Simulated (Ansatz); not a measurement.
Compare A (`C[SiH](N)S`) with its isomer B (`NC([SiH3])S`).

Gas-phase electronic energies from Ansatz, PBE0-D4/def2-TZVP geometries. CCSD(T)/CBS is the MP2 limit (def2-TZVPP, def2-QZVPP) plus CCSD(T) − MP2 in def2-TZVPP, frozen cores. DFT in def2-TZVPP. B3LYP here is the variant with VWN-RPA as its local correlation; programs differ in this. One conformer a species, not always the lowest.

Task: Which isomer does CCSD(T)/CBS put lower? Give the gap. (An estimate is asked.)

Result: Computed: A, by 254.9 kJ/mol.

Task: Give E(B) − E(A) in kJ/mol with MP2/def2-TZVPP, CCSD/def2-TZVPP, B3LYP, B3LYP-D4, PBE-D4, PBE0-D4, CCSD(T)/def2-TZVPP. (An estimate is asked.)

Result: Computed: MP2/def2-TZVPP 258.7, CCSD/def2-TZVPP 253.0, B3LYP 252.2, B3LYP-D4 250.4, PBE-D4 242.3, PBE0-D4 250.6, CCSD(T)/def2-TZVPP 250.2. None reverses the order clearly.

Largest T1 diagnostic: 0.011.

From PBE to PBE0 (25 % exact exchange), in def2-TZVPP and without D4, E(B) − E(A) moves by +8.0 kJ/mol.
